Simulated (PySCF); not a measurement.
# Bonding in `C#C[C@H](C)c1cccn1C`

C9H11N.
Atom-mapped SMILES: `[CH:1]#[C:2][C@H:3]([CH3:4])[c:5]1[cH:6][cH:7][cH:8][n:9]1[CH3:10]` (hydrogens: H11 on C1; H12 on C3; H13, H14, H15 on C4; H16 on C6; H17 on C7; H18 on C8; H19, H20, H21 on C10)

Structure used (GFN2-xTB), in Å, numbered top down from 1:
```xyz
21
C9H11N angstrom
C      1.4028   -2.3356    1.2587
C      1.2491   -1.4832    0.4327
C      1.0461   -0.4229   -0.5464
C      2.3610    0.3243   -0.7822
C     -0.0412    0.4937   -0.0638
C      0.0211    1.7812    0.4076
C     -1.2899    2.1729    0.7365
C     -2.1049    1.1107    0.4611
N     -1.3462    0.0923   -0.0236
C     -1.8434   -1.1894   -0.4342
H      1.5487   -3.0889    1.9743
H      0.7306   -0.8891   -1.4917
H      2.2086    1.1263   -1.5005
H      3.1145   -0.3588   -1.1687
H      2.7261    0.7491    0.1493
H      0.9011    2.3845    0.5074
H     -1.5910    3.1230    1.1308
H     -3.1661    1.0033    0.5743
H     -1.7696   -1.3108   -1.5196
H     -2.8902   -1.2748   -0.1473
H     -1.2761   -1.9907    0.0448
```

Bond orders from the PBE0/pcSseg-1 density (PySCF). The structure is a single GFN2-xTB conformer in the gas phase; no vibrational or solvent corrections.

Question: Where do the orders between heavy atoms depart from those drawn in the SMILES?

Answer: The largest departure is 0.436, at C1–C2 (drawn triple, 2.564) and N9–C5 (drawn aromatic, 1.067), counting aromatic bonds as 1.5. Drawn double or triple, more than 0.30 short of the drawn order: C1–C2 (2.564). The bonds drawn aromatic range from 1.07 to 1.52.

Question: Give the Mayer order of every bond, beside its length.

Answer: 
```csv
bond,drawn as,length (Å),Mayer order
C1–C2,triple,1.197,2.564
C2–C3,single,1.457,0.940
C3–C4,single,1.531,1.068
C3–C5,single,1.502,0.993
C5–C6,aromatic,1.372,1.489
C6–C7,aromatic,1.407,1.380
C7–C8,aromatic,1.367,1.519
C8–N9,aromatic,1.359,1.161
N9–C10,single,1.435,0.937
N9–C5,aromatic,1.366,1.067
C1–H11,single,1.049,1.150
C3–H12,single,1.100,0.909
C4–H13,single,1.087,0.960
C4–H14,single,1.088,0.956
C4–H15,single,1.087,0.956
C6–H16,single,1.072,1.005
C7–H17,single,1.072,0.989
C8–H18,single,1.073,0.972
C10–H19,single,1.095,0.958
C10–H20,single,1.089,0.962
C10–H21,single,1.092,0.948
```

Bonds between the same two heavy elements. C–C: lowest C2–C3 (0.940, 1.457 Å), highest C1–C2 (2.564, 1.197 Å); in 3 of the 21 pairs the longer bond (by over 0.003 Å) has the higher order (by 0.02 or more). C–N: lowest N9–C10 (0.937, 1.435 Å), highest C8–N9 (1.161, 1.359 Å).

Question: Sum the orders of all bonds at each heavy atom with more than one neighbour and set the sums beside the valence in the SMILES.

Answer: C1 3.714 (drawn 4), C2 3.504 (drawn 4), C3 3.910 (drawn 4), C4 3.940 (drawn 4), C5 3.549 (drawn 4), C6 3.874 (drawn 4), C7 3.888 (drawn 4), C8 3.652 (drawn 4), N9 3.165 (drawn 3), C10 3.805 (drawn 4). Orders between atoms that aren't bonded are not in these sums.

For a closed shell the Mayer order of atoms A and B is Σ (PS)μν (PS)νμ over the basis functions μ on A and ν on B, with P the density and S the overlap matrix.
